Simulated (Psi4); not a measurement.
C₅H₁₁Si (SMILES [CH2][Si](C)(C)C=C), doublet, at a GFN2-xTB geometry; MP2/aug-cc-pVDZ run with Psi4 1.11.

Input for Psi4:
```
memory 2 GB

molecule {
0 2
C    -0.48130263   -0.54229435    1.93985837
Si   -0.30974049   -0.19760081    0.13171235
C    -0.91856830   -1.68566693   -0.89593603
C    -1.26363719    1.38508787   -0.33835726
C     1.53721877    0.04003556   -0.27693796
C     2.11951587    1.19718816   -0.53965245
H    -0.55708985    0.23937689    2.67522094
H    -0.44268157   -1.53660897    2.34889630
H    -0.38333621   -2.58934057   -0.62188198
H    -0.76942544   -1.52536564   -1.95967196
H    -1.97612059   -1.86945095   -0.73474173
H    -2.33395811    1.24964921   -0.21838484
H    -0.96670646    2.21750029    0.29142353
H    -1.07994180    1.66755967   -1.37055090
H     2.14647980   -0.85595015   -0.27363070
H     3.17300341    1.28065482   -0.76451311
H     1.56678460    2.12228493   -0.54998627
}

set {
  basis aug-cc-pvdz
  reference uhf
  freeze_core true
}

energy('mp2')
print_variables()
```

It wrote (shortened):

```
    SCF Algorithm Type (re)set to DF.

   => Loading Basis Set <=

    Name: AUG-CC-PVDZ
    Role: ORBITAL
    Keyword: BASIS

         ---------------------------------------------------------
                                   SCF
               by Justin Turney, Rob Parrish, Andy Simmonett
                          and Daniel G. A. Smith
                              UHF Reference
         ---------------------------------------------------------

  ==> Geometry <==

    Molecular point group: c1
    Full point group: C1

    Geometry (in Angstrom), charge = 0, multiplicity = 2:

       Center              X                  Y                   Z               Mass
    ------------   -----------------  -----------------  -----------------  -----------------
         C           -0.497630008428    -0.538331037238     1.928092467975    12.000000000000
         SI          -0.326067868428    -0.193637497238     0.119946447975    27.976926534650
         C           -0.934895678428    -1.681703617238    -0.907701932025    12.000000000000
         C           -1.279964568428     1.389051182762    -0.350123162025    12.000000000000
         C            1.520891391572     0.043998872762    -0.288703862025    12.000000000000
         C            2.103188491572     1.201151472762    -0.551418352025    12.000000000000
         H           -0.573417228428     0.243340202762     2.663455037975     1.007825032230
         H           -0.459008948428    -1.532645657238     2.337130397975     1.007825032230
         H           -0.399663588428    -2.585377257238    -0.633647882025     1.007825032230
         H           -0.785752818428    -1.521402327238    -1.971437862025     1.007825032230
         H           -1.992447968428    -1.865487637238    -0.746507632025     1.007825032230
         H           -2.350285488428     1.253612522762    -0.230150742025     1.007825032230
         H           -0.983033838428     2.221463602762     0.279657627975     1.007825032230
         H           -1.096269178428     1.671522982762    -1.382316802025     1.007825032230
         H            2.130152421572    -0.851986837238    -0.285396602025     1.007825032230
         H            3.156676031572     1.284618132762    -0.776279012025     1.007825032230
         H            1.550457221572     2.126248242762    -0.561752172025     1.007825032230

  Running in c1 symmetry.

  Rotational constants: A =      0.10335  B =      0.06664  C =      0.06439 [cm^-1]
  Rotational constants: A =   3098.22949  B =   1997.76165  C =   1930.25059 [MHz]
  Nuclear repulsion =  286.415196258934202

  Charge       = 0
  Multiplicity = 2
  Electrons    = 55
  Nalpha       = 28
  Nbeta        = 27

  ==> Algorithm <==

  SCF Algorithm Type is DF.
  DIIS enabled.
  MOM disabled.
  Fractional occupation disabled.
  Guess Type is SAD.
  Energy threshold   = 1.00e-08
  Density threshold  = 1.00e-08
  Integral threshold = 1.00e-12

  ==> Primary Basis <==

  Basis Set: AUG-CC-PVDZ
    Blend: AUG-CC-PVDZ
    Number of shells: 111
    Number of basis functions: 241
    Number of Cartesian functions: 253
    Spherical Harmonics?: true
    Max angular momentum: 2

   => Loading Basis Set <=

    Name: (AUG-CC-PVDZ AUX)
    Role: JKFIT
    Keyword: DF_BASIS_SCF

  ==> Integral Setup <==

  SCF_SUBTYPE=INCORE selected. In-core MEM_DF algorithm will be used.
  Using in-core AOs.

  ==> MemDFJK: Density-Fitted J/K Matrices <==

    J tasked:                   Yes
    K tasked:                   Yes
    wK tasked:                   No
    Algorithm:                 Core
    Schwarz Cutoff:           1E-12
    Mask sparsity (%):       0.4752
    Fitting Condition:        1E-10

   => Auxiliary Basis Set <=

  Basis Set: (AUG-CC-PVDZ AUX)
    Blend: AUG-CC-PVDZ-JKFIT
    Number of shells: 312
    Number of basis functions: 910
    Number of Cartesian functions: 1040
    Spherical Harmonics?: true
    Max angular momentum: 3

[...]
      28A     -0.359136

    Alpha Virtual:

[...]
    Beta Occupied:

[...]
    Beta Virtual:

[...]
     241A      3.475112

    Final Occupation by Irrep:
              A
    DOCC [    27 ]
    SOCC [     1 ]
    NA   [    28 ]
    NB   [    27 ]

  @DF-UHF Final Energy:  -484.66165455123695

   => Energetics <=

    Nuclear Repulsion Energy =            286.4151962589342020
    One-Electron Energy =               -1232.8341880986999968
    Two-Electron Energy =                 461.7573372885288450
    Total Energy =                       -484.6616545512369498

  UHF NO Occupations:
  HONO-2 :   26  A 1.9969080
  HONO-1 :   27  A 1.9963842
  HONO-0 :   28  A 1.0000000
  LUNO+0 :   29  A 0.0036158
  LUNO+1 :   30  A 0.0030920
  LUNO+2 :   31  A 0.0007134
  LUNO+3 :   32  A 0.0006365

Computation Completed

Properties will be evaluated at   0.000000,   0.000000,   0.000000 [a0]

Properties computed using the SCF density matrix

 Multipole Moments:

 ------------------------------------------------------------------------------------
     Multipole            Electronic (a.u.)      Nuclear  (a.u.)        Total (a.u.)
 ------------------------------------------------------------------------------------

 L = 1.  Multiply by 2.5417464519 to convert [e a0] to [Debye]
 Dipole X            :          1.6362492           -1.6969850           -0.0607358
 Dipole Y            :         -0.4243302            0.4119268           -0.0124034
 Dipole Z            :          1.2799145           -1.2228879            0.0570266
 Magnitude           :                                                    0.0842301

 ------------------------------------------------------------------------------------

  //>>>>>>>>>>>>>>>>>>>>>>>>>>>>>>>>>>>//
  //               DFMP2               //
  //<<<<<<<<<<<<<<<<<<<<<<<<<<<<<<<<<<<//

   => Loading Basis Set <=

    Name: (AUG-CC-PVDZ AUX)
    Role: RIFIT
    Keyword: DF_BASIS_MP2

	 --------------------------------------------------------
	                          DF-MP2
	      2nd-Order Density-Fitted Moller-Plesset Theory

	        Rob Parrish, Justin Turney, Andy Simmonett,
	           Ed Hohenstein, and C. David Sherrill
	 --------------------------------------------------------

	 --------------------------------------------------------
	                 NBF =   241, NAUX =   705
	 --------------------------------------------------------
	   CLASS    FOCC     OCC    AOCC    AVIR     VIR    FVIR
	   ALPHA      10      28      18     213     213       0
	    BETA      10      27      17     214     214       0
	 --------------------------------------------------------

	-----------------------------------------------------------
	 ==================> DF-MP2 Energies <====================
	-----------------------------------------------------------
	 Reference Energy          =    -484.6616545512369498 [Eh]
	 Singles Energy            =      -0.0000000000000000 [Eh]
	 Same-Spin Energy          =      -0.1838097214484148 [Eh]
	 Opposite-Spin Energy      =      -0.6187539193977175 [Eh]
	 Correlation Energy        =      -0.8025636408461323 [Eh]
	 Total Energy              =    -485.4642181920830808 [Eh]
	-----------------------------------------------------------
	 ================> DF-SCS-MP2 Energies <==================
	-----------------------------------------------------------
	 SCS Same-Spin Scale       =       0.3333333333333333 [-]
	 SCS Opposite-Spin Scale   =       1.2000000000000000 [-]
	 SCS Same-Spin Energy      =      -0.0612699071494716 [Eh]
	 SCS Opposite-Spin Energy  =      -0.7425047032772610 [Eh]
	 SCS Correlation Energy    =      -0.8037746104267327 [Eh]
	 SCS Total Energy          =    -485.4654291616636783 [Eh]
	-----------------------------------------------------------

  Variable Map:
  ----------------------------------------------------------------------------
[...]
  Array Variable Map:
  ----------------------------------------------------------------------------
[...]
[...]
```
